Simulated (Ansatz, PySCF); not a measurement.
CaF, SMILES [F][Ca], multiplicity 2. Atoms are numbered in the order given.

```xyz
2

Ca     0.0000     0.0000    -0.6258
F      0.0000     0.0000     1.3290
```
Charge 0, spin multiplicity 2.

Geometry: PBE0-D3(BJ)/def2-TZVPD. The multiplicity is an assumed one; other spin states were not compared.

Two levels are set side by side: PBE-D3(BJ)/def2-TZVPD (Ansatz, a quantum-chemistry and plane-wave program) and PBE0-D3(BJ)/def2-TZVPD (Ansatz). Each level has its own optimised geometry; the coordinates shown are those of the second. Frequencies come from the Hessian of PySCF at each geometry. Differences are taken from unrounded values.

```
quantity                            PBE0-D3(BJ)  PBE-D3(BJ)  PBE-D3(BJ) minus PBE0-D3(BJ)
----------------------------------  -----------  ----------  ----------------------------
bond Ca1–F2 (Å)                           1.955       1.956                         0.002
highest harmonic wavenumber (cm⁻¹)          588         580                            -8
mean harmonic wavenumber (cm⁻¹)             588         580                            -8
zero-point energy (kcal/mol)               0.84        0.83                         -0.01
```

Here PBE gives about what the other level gives.
